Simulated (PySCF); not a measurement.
**ZrSi: one state, many levels of theory**

State: ⁵Δ (quintet), unpaired electrons σ ↑, π ↑↑, δ ↑. Set-up: Zr x2c-TZVPPall, Si x2c-TZVPPall; spin-free X2C with a Gaussian nucleus (PySCF 2.14). De refers to Zr (4d2 5s2) + Si in their high-spin ground configurations, without counterpoise correction. The functionals are run spin-unrestricted. A positive dipole means Zr(−)Si(+).

```tsv
Level	Re (Å)	ωe (cm⁻¹)	De (eV)	μ (D)	CPU s a point (SCF and correlation, without the integrals)
UHF	2.548	343	n/a	-6.13	5.9
UHF-MP2	2.494	403	n/a	n/a	9.1
UHF-SCS-MP2	2.521	370	n/a	n/a	n/a
UHF-CCSD	2.531	364	2.25	n/a	n/a
UHF-CCSD(T)	2.545	358	2.52	n/a	250
PBE	2.543	350	n/a	-3.14	3.8
BP86	2.546	348	n/a	-3.05	3.8
r²SCAN	2.524	364	n/a	-3.73	5.6
PBE0	2.515	371	n/a	-3.92	8.6
r²SCAN0	2.507	376	n/a	-4.18	19
B97-3	2.538	358	n/a	-3.59	5.8
M06	2.551	347	n/a	-2.24	8.7
ωB97M-V	2.512	374	n/a	-3.71	23
```

The bond length runs from 2.494 Å (UHF-MP2) to 2.551 Å (M06).

Correlated steps freeze 19 core orbitals. De is left out where the level can put another filling of the metal’s s and d shells below the measured ground configuration, by anything from nothing to about 1 eV. These are scalar-relativistic numbers at best; spin–orbit coupling would shift them, the dissociation energy most. The CCSD T1 diagnostic is raised, a sign that a single reference may not be enough here. The state is the lowest single determinant that the PBE0 search found; with open d or f shells the true ground state can be another one.

The whole job (state search and all levels along the bond) took about 37 min on 2 threads of Arm Neoverse V1 (shared host), peak memory 7.3 GiB.
